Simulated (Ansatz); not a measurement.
Total energies of `C[Si](C)(C)C#Cc1sc(-c2sc(-c3sc(C#C[Si](C)(C)C)c4c3OCCO4)c3c2OCCO3)c2c1OCCO2` from Ansatz at PBE-D4/def2-TZVP, gas phase (1 Eh = 27.2114 eV = 2625.5 kJ/mol). The reference geometry is relaxed at PBE-D4/def2-SVP.

| state | geometry | energy (Eh) |
| --- | --- | --- |
| charge 0 singlet | reference | -3307.94625 |
| charge 1 doublet | reference | -3307.73676 |
| charge -1 doublet | reference | -3307.98384 |
| free C atom (triplet) | – | -37.79597 |
| free Si atom (triplet) | – | -289.22285 |
| free S atom (triplet) | – | -397.93833 |
| free O atom (triplet) | – | -75.00967 |
| free H atom (doublet) | – | -0.49962 |

Single mean-field runs in def2-TZVP are fitted with def2-universal-jkfit.

Problem. Work out the vertical ionisation energy to the doublet.

Solution. E(charge 1 doublet) − E(charge 0 singlet) = -3307.73676 − (-3307.94625) = 0.20949 Eh = 5.70 eV. For comparison, −ε of the highest occupied level is 4.20 eV at this level, 1.50 eV less.

Problem. Work out the vertical electron affinity, to the doublet.

Solution. E(charge 0 singlet) − E(charge -1 doublet) = -3307.94625 − (-3307.98384) = 0.03759 Eh = 1.02 eV. The basis lacks diffuse functions, which makes affinities too small.

Problem. Give the fundamental gap IE − EA, the Mulliken electronegativity (IE + EA)/2 and the hardness (IE − EA)/2.

Solution. From the values in Eh: IE − EA = 0.20949 − 0.03759 = 0.17190 Eh = 4.68 eV; (IE + EA)/2 = 3.36 eV; (IE − EA)/2 = 2.34 eV. The HOMO–LUMO gap of the same run is 1.80 eV, 2.88 eV smaller than the fundamental gap.

Problem. What is the binding energy per atom against free atoms?

Solution. Atoms: 28 × (-37.79597) + 2 × (-289.22285) + 3 × (-397.93833) + 6 × (-75.00967) + 30 × (-0.49962) = -3295.59447 Eh. Binding: -3295.59447 − (-3307.94625) = 12.35178 Eh = 336.11 eV, or 4.87 eV for each of 69 atoms (no zero-point energy, no counterpoise term).

At PBE-D4/def2-TZVP the highest occupied level of the charge -1 doublet lies above zero (up to 0.44 eV). By energy differences its removal costs 1.02 eV (vertical, to the charge 0 singlet, at PBE-D4/def2-TZVP); self-interaction error and the lack of diffuse functions both raise the level.
